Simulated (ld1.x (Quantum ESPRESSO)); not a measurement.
**Logarithmic derivatives: carbon, RRKJ**

C, norm-conserving RRKJ (Kleinman–Bylander form), made with ld1.x (Quantum ESPRESSO) 7.5 (PBEsol, scalar-relativistic). Core [He], reference 2s1.75 2p2.25. Waves: 2s (bound): rc 0.90 bohr; 2p (bound): rc 1.85 bohr; 3d channel at 0.05 Ry: rc 2.40 bohr. Local part: all-electron potential smoothed inside 0.70 bohr (lloc = -1). Core correction: none. rho0 = 0.005.

The phase is arctan(r·u′/u) with u = r·R(r), unwrapped; energies in Ry, scanned from -3 to 5 Ry. A pole is an energy at which the radial function vanishes at the test radius. The pseudo phase is shifted by a multiple of π to meet the all-electron one at the reference energy, and phase errors are pseudo minus all-electron; the curves can meet again beyond the range given. Levels narrower than the energy grid can be missing from the lists of poles.

| channel | radius (bohr) | reference energy (Ry) | poles, all-electron | poles, pseudo | unbroken range about the reference energy with phases within 0.05 rad | phase error 1 Ry above the reference energy (rad) |
| --- | --- | --- | --- | --- | --- | --- |
| s | 2.59 | -1.01 | -0.66, 4.95 | -0.66, 4.78 | below 1.7 | -0.001 |
| p | 2.59 | -0.39 | 0.02, 4.70 | 0.02, 5.00 | below 1.6 | +0.004 |
| d | 2.59 | 0.05 | 3.16 | 1.64, 3.39 | below 1.5 | +0.003 |

Phases in the d channel:

```
E (Ry)  all-electron  pseudo
 -3.00         1.365   1.365
 -2.76         1.358   1.358
 -2.52         1.350   1.350
 -2.28         1.341   1.341
 -2.04         1.331   1.331
 -1.80         1.320   1.320
 -1.56         1.306   1.306
 -1.32         1.291   1.291
 -1.08         1.273   1.273
 -0.84         1.251   1.251
 -0.60         1.224   1.224
 -0.36         1.190   1.190
 -0.12         1.146   1.146
  0.12         1.085   1.085
  0.36         0.997   0.997
  0.60         0.861   0.861
  0.84         0.629   0.630
  1.08         0.222   0.225
  1.32        -0.351  -0.354
  1.56        -0.828  -0.888
  1.80        -1.108  -4.188
  2.04        -1.271  -4.380
  2.28        -1.375  -4.490
  2.52        -1.448  -4.564
  2.76        -1.502  -4.618
  3.00        -1.546  -4.659
  3.24        -1.583  -4.694
  3.48        -1.617  -4.723
  3.72        -1.649  -4.749
  3.96        -1.682  -4.773
  4.20        -1.718  -4.796
  4.44        -1.759  -4.818
  4.68        -1.809  -4.841
  4.92        -1.876  -4.866
```
